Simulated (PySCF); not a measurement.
# Ionisation energy of Pr⁴⁰⁺ by level of theory

Pr⁴⁰⁺ [Ar] 3d1 [3d3/2^1, M_J = 3/2] → Pr⁴¹⁺ [Ar], as a difference of total energies. Computed with PySCF 2.14 in an uncontracted even-tempered set (16 s from 8.5 bohr⁻², ratio 2.8; 12 p from 11 bohr⁻², ratio 2.8; 8 d from 11 bohr⁻², ratio 2.8; 3 f from 34 bohr⁻², ratio 3), with the two-component X2C-1e Hamiltonian. Correlated levels: [Ne] frozen; the 74 highest virtual spinors dropped. "Screened" scales the spin-orbit matrix elements by Boettger's factors to mimic the two-electron term; Breit and QED terms are absent.

```json
{"method": "GHF (spin-free)", "ionisation energy (eV)": "2926.1"}
{"method": "GMP2 (spin-free)", "ionisation energy (eV)": "2925.7"}
{"method": "GHF (screened spin-orbit)", "ionisation energy (eV)": "2941.7"}
{"method": "GMP2 (screened spin-orbit)", "ionisation energy (eV)": "2941.3"}
```

Breit and QED terms and the two-electron picture change are absent.

The spin-free rows lack the spin-orbit shift.

For comparison: 2941 ± 4 eV (theoretical estimate listed by NIST; NIST Atomic Spectra Database, ionization energies).
